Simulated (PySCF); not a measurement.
Electron affinity of Os by level of theory

Os⁻ [Xe] 4f14 5d7 6s2 (4F) → Os [Xe] 4f14 5d6 6s2 (5D), as a difference of total energies. Calculation: PySCF 2.14, in def2-TZVPPD with the def2 core potential (60 electrons); scalar relativity through the core potential. Correlated levels: valence: 5s2 5p6 frozen. The calculations carry no spin-orbit coupling.

```csv
method,electron affinity (eV),difference from reference (eV)
UHF,-0.892,-1.970
MP2 (valence),0.597,-0.481
SCS-MP2 (valence),0.734,-0.344
CCSD (valence),0.476,-0.602
CCSD(T) (valence),0.619,-0.459
```

Reference: 1.078 eV (measured; photodetachment measurements, as compiled on the Wikipedia data page of electron affinities).

The reference lies between the lowest fine-structure levels, while these numbers refer to the centres of the terms.

Errors of the correlated levels include the incompleteness of this basis and the frozen core.

A negative affinity means that the anion lies above the atom at that level of theory.
